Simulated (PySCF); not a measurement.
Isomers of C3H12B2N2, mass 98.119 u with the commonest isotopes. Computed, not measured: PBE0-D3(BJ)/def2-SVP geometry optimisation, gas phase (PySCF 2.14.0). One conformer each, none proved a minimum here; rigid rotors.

Task: Order these by dipole moment, largest first.
A. `[CH2:1]=[CH:2][B@H-:3]1[NH2+:4][B@@H-:5]([CH3:6])[NH2+:7]1` with C1–C2–B3–N4 12°
B. `[CH2:1]=[CH:2][B@@H-:3]1[NH2+:4][BH2-:5][N@H+:6]1[CH3:7]` with C1–C2–B3–N4 117°, C2–B3–N4–B5 -127°, B3–N4–B5–N6 9°, N4–B5–N6–C7 -131°, C2–B3–N6–B5 127°
C. `[BH2-:1]1[NH2+:2][BH-:3]([CH:4]2[CH2:5][CH2:6]2)[NH2+:7]1` with N2–B3–C4–C5 163°

Result: B (0.57 D), A (0.36 D), C (0.20 D).

Task: Order these by rotational constant C, smallest first.
A. `[BH2-:1]1[NH2+:2][BH-:3]([CH:4]2[CH2:5][CH2:6]2)[NH2+:7]1` with N2–B3–C4–C5 163°
B. `[CH2:1]=[CH:2][B@@H-:3]1[NH2+:4][BH2-:5][N@H+:6]1[CH3:7]` with C1–C2–B3–N4 117°, C2–B3–N4–B5 -127°, B3–N4–B5–N6 9°, N4–B5–N6–C7 -131°, C2–B3–N6–B5 127°
C. `[CH2:1]=[CH:2][B@H-:3]1[NH2+:4][B@H-:5]([CH3:6])[NH2+:7]1` with C1–C2–B3–N4 13°
D. `[CH2:1]=[C:2]([CH3:3])[BH-:4]1[NH2+:5][BH2-:6][NH2+:7]1` with C1–C2–B4–N5 114°
E. `[CH2:1]=[CH:2][B@H-:3]1[NH2+:4][B@@H-:5]([CH3:6])[NH2+:7]1` with C1–C2–B3–N4 12°

Result: C (1332 MHz), A (1376 MHz), D (1471 MHz), B (1541 MHz), E (1593 MHz).

Task: Order these by radius of gyration √(Σ m r²/M), smallest first.
A. `[BH2-:1]1[NH2+:2][BH-:3]([CH:4]2[CH2:5][CH2:6]2)[NH2+:7]1` with N2–B3–C4–C5 163°
B. `[CH2:1]=[C:2]([CH3:3])[BH-:4]1[NH2+:5][BH2-:6][NH2+:7]1` with C1–C2–B4–N5 114°
C. `[CH2:1]=[CH:2][B@@H-:3]1[NH2+:4][BH2-:5][N@H+:6]1[CH3:7]` with C1–C2–B3–N4 117°, C2–B3–N4–B5 -127°, B3–N4–B5–N6 9°, N4–B5–N6–C7 -131°, C2–B3–N6–B5 127°
D. `[CH2:1]=[CH:2][B@H-:3]1[NH2+:4][B@H-:5]([CH3:6])[NH2+:7]1` with C1–C2–B3–N4 13°

Result: C (1.903 Å), B (1.931 Å), A (1.984 Å), D (2.023 Å).

```json
{"SMILES": "C=C[B@@H-]1[NH2+][BH2-][N@H+]1C", "point group": "C1", "Ia (u·Å²)": "150.00", "Ib (u·Å²)": "233.00", "Ic (u·Å²)": "327.93", "κ": "-0.31", "μa (D)": "0.42", "μb (D)": "0.34", "μc (D)": "0.17"}
{"SMILES": "C=C(C)[BH-]1[NH2+][BH2-][NH2+]1", "point group": "C1", "Ia (u·Å²)": "115.53", "Ib (u·Å²)": "272.29", "Ic (u·Å²)": "343.55", "κ": "-0.73", "μa (D)": "0.27", "μb (D)": "0.39", "μc (D)": "0.05"}
{"SMILES": "C=C[B@H-]1[NH2+][B@@H-](C)[NH2+]1", "point group": "C1", "Ia (u·Å²)": "126.64", "Ib (u·Å²)": "290.20", "Ic (u·Å²)": "317.28", "κ": "-0.88", "μa (D)": "0.15", "μb (D)": "0.05", "μc (D)": "0.32"}
{"SMILES": "C=C[B@H-]1[NH2+][B@H-](C)[NH2+]1", "point group": "C1", "Ia (u·Å²)": "83.87", "Ib (u·Å²)": "340.06", "Ic (u·Å²)": "379.45", "κ": "-0.93", "μa (D)": "0.21", "μb (D)": "0.27", "μc (D)": "0.07"}
{"SMILES": "[BH2-]1[NH2+][BH-](C2CC2)[NH2+]1", "point group": "Cs", "Ia (u·Å²)": "88.34", "Ib (u·Å²)": "316.62", "Ic (u·Å²)": "367.16", "κ": "-0.90", "μa (D)": "0.19", "μb (D)": "0.00", "μc (D)": "0.08"}
```
